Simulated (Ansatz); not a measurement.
CClF₂NSn, SMILES `N#[C][Sn]([F])([F])[Cl]`. Total charge 0; spin multiplicity 1. Sn: def2 effective core potential.

```xyz
6

N    -2.2131   -1.4781   -0.4359
C    -1.2750   -0.8329   -0.2675
Sn    0.4277    0.3066    0.0621
F    -0.0814    2.1098    0.2616
F     1.5049    0.2414   -1.4825
Cl    1.6369   -0.3468    1.8622
```

List the harmonic frequencies (cm⁻¹, unscaled) at PBE0-D4/def2-TZVP in Ansatz. (Best estimate.)

Ansatz gave: 80, 98, 131, 162, 175, 277, 281, 409, 455, 666, 673, 2336.

Is this a minimum?

Yes, all 12 modes are real.

Give the ideal-gas thermochemistry at 298.15 K and 1 bar (rigid rotor, harmonic oscillator; point group Cs, symmetry number 1).

Zero-point energy 34.3 kJ/mol; H(298) − E = 57.7 kJ/mol; entropy 383.5 J/(mol·K), of which translation 176.0, rotation 120.8, vibration 86.7; G(298) − E = -56.6 kJ/mol. Modes under 100 cm⁻¹ are hindered rotations or soft bends, so the harmonic entropy is rough.
